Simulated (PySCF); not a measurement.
C6H5O, SMILES c1c(O)ccc[c]1, multiplicity 2. Coordinates come from a PBE-D3(BJ)/def2-SVP optimisation. The isomer is the one that the SMILES or the coordinates give; other isomers of the formula were not compared. The values are those of a single conformer.

Question: Give the equilibrium geometry at PBE-D3(BJ)/def2-SVP (PySCF confirms it by a frequency run) as a Z-matrix, and its point group. (The exact figures need the calculation; the answer reports its results.)

Answer: This is not unique; one that fits is point group Cs.
```
C
H 1 1.1024
C 1 1.4031 2 119.93
H 3 1.1019 1 119.39 2 0.00
C 3 1.4119 4 119.68 1 180.00
C 5 1.3855 3 115.43 4 180.00
C 6 1.3795 5 127.00 3 0.00
H 5 1.1003 6 123.29 7 180.00
H 7 1.1010 6 124.13 5 180.00
C 1 1.4120 2 119.39 3 180.00
O 10 1.3599 1 122.81 2 0.00
H 11 0.9755 10 108.46 1 0.00
```
Charge 0, spin multiplicity 2.
